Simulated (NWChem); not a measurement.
Molecule: C5H12O3Si; SMILES C(=C)[Si](OC)(OC)OC

```xyz
21

C     -0.7096     2.3992    -1.4801
C     -1.1224     1.2043    -1.0370
Si    -0.0294     0.0047    -0.1317
O     -0.7390    -0.4698     1.2915
C     -1.1786     0.4299     2.2989
O      1.4187     0.7635     0.0722
C      2.6191     0.1098     0.4660
O      0.2593    -1.3982    -0.9516
C     -0.6273    -2.5035    -1.0393
H      0.3116     2.7396    -1.3256
H     -1.3679     3.0837    -2.0143
H     -2.1610     0.9213    -1.2239
H     -1.8286    -0.1191     2.9874
H     -0.3290     0.8327     2.8652
H     -1.7452     1.2708     1.8771
H      2.8317    -0.7501    -0.1789
H      2.5599    -0.2345     1.5067
H      3.4382     0.8306     0.3826
H     -1.0221    -2.7804    -0.0550
H     -0.0716    -3.3517    -1.4513
H     -1.4684    -2.2834    -1.7109
```
Atoms are numbered in this order, from 1.

All runs: NWChem. Pople sets run with spherical d functions. The geometry was optimised at B3LYP/6-31G* (spherical d). Not confirmed as a minimum by frequencies. Level: M06-2X/6-31G* with SMD (1 M gas to 1 M solution), gas-phase geometry. Reactions with the solvent are ignored.

Question: Order these by “cavity-dispersion-structure term (kcal/mol)”, lowest first: tetrahydrofuran; water; benzene.

Answer: benzene (-0.6), tetrahydrofuran (0.8), water (7.1)
